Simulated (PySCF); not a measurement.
**Potential energy of LaN along the bond**

Set-up: basis La x2c-TZVPall, N x2c-TZVPall; spin-free X2C with a Gaussian nucleus; PySCF 2.14. Energies in eV from La (5d1 6s2) + N in their ground configurations at the same level. State: singlet, about 0.2 electrons in the 4f shell (Mulliken).

```tsv
R (Å)	PBE
1.547	-4.316
1.619	-5.378
1.691	-5.993
1.745	-6.236
1.799	-6.338
1.853	-6.329
1.925	-6.185
2.015	-5.853
2.123	-5.319
2.267	-4.494
```

Q: Put a parabola through the three lowest points of the PBE curve and estimate Re, k and ωe (reduced mass 12.72 u; 1 eV/Å² = 0.16022 mdyn/Å; ωe = 1302.8·√(k/μ) cm⁻¹).

A: Through R = 1.745, 1.799, 1.853 Å the second-order coefficient is 19.0 eV/Å², so Re ≈ 1.822 Å, k ≈ 6.10 mdyn/Å and ωe ≈ 902 cm⁻¹. A polynomial fit of higher order to the unrounded PBE energies gives Re = 1.820 Å, k = 5.53 mdyn/Å, ωe = 859 cm⁻¹; anharmonicity and rounding make the difference.

The higher-order fit for each curve: PBE: Re = 1.820 Å, ωe = 859 cm⁻¹, De = 6.35 eV.

These are scalar-relativistic numbers at best; spin–orbit coupling would shift them, the dissociation energy most.
